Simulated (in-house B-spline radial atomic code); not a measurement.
Successive ionisation energies of samarium; each step leads to the configuration of the next row (after the last: [Ar] 3d10 4s2 4p2). Dirac energy differences include first-order Breit, QED and recoil terms. NIST's values go from ground level to ground level; the uncertainty of those that are theory runs from under 0.1 % in few-electron ions to several per cent in heavy many-electron ones. Computed with a B-spline radial code for spherical atoms: Dirac-Hartree-Fock, average of the configuration, finite nuclei.

| ion | configuration | ionisation energy (eV) | tabulated value (eV) | computed minus tabulated (eV) | highest orbital | largest mean radius (bohr) |
| --- | --- | --- | --- | --- | --- | --- |
| Sm20+ | [Kr] 4d6 | 621.1 | 617 | 4.1 | 4d5/2 | 0.59578 |
| Sm21+ | [Kr] 4d5 | ? | ? | ? | ? | ? |
| Sm22+ | [Kr] 4d4 | 697.8 | 702 | -4.2 | 4d5/2 | 0.5822 |
| Sm23+ | [Kr] 4d3 | ? | ? | ? | ? | ? |
| Sm24+ | [Kr] 4d2 | 777.1 | 782 | -4.9 | 4d5/2 | 0.56937 |
| Sm25+ | [Kr] 4d1 | 817.7 | 822 | -4.3 | 4d5/2 | 0.56321 |
| Sm26+ | [Ar] 3d10 4s2 4p6 | ? | ? | ? | ? | ? |
| Sm27+ | [Ar] 3d10 4s2 4p5 | 1029.3 | 1016 | 13.3 | 4p3/2 | 0.54805 |
| Sm28+ | [Ar] 3d10 4s2 4p4 | 1071.5 | 1060 | 11.5 | 4p3/2 | 0.54385 |
| Sm29+ | [Ar] 3d10 4s2 4p3 | 1114.1 | 1103 | 11.1 | 4p3/2 | 0.53972 |

(1) Fill in the row of Sm21+.

(2) Fill in the row of Sm23+.

(3) Fill in the row of Sm26+.

Where a p, d or f electron is removed, the computed value is a mean over both j, so it misses the tabulated one by a part of the spin-orbit splitting; averaging over terms and missing correlation add to the gap, relatively most at low charge.

Results:

(1) ionisation energy (eV): 659.1; tabulated value (eV): 658; computed minus tabulated (eV): 1.1; highest orbital: 4d5/2; largest mean radius (bohr): 0.58889.

(2) ionisation energy (eV): 737.1; tabulated value (eV): 742; computed minus tabulated (eV): -4.9; highest orbital: 4d5/2; largest mean radius (bohr): 0.5757.

(3) ionisation energy (eV): 987.5; tabulated value (eV): 976; computed minus tabulated (eV): 11.5; highest orbital: 4p3/2; largest mean radius (bohr): 0.5527.
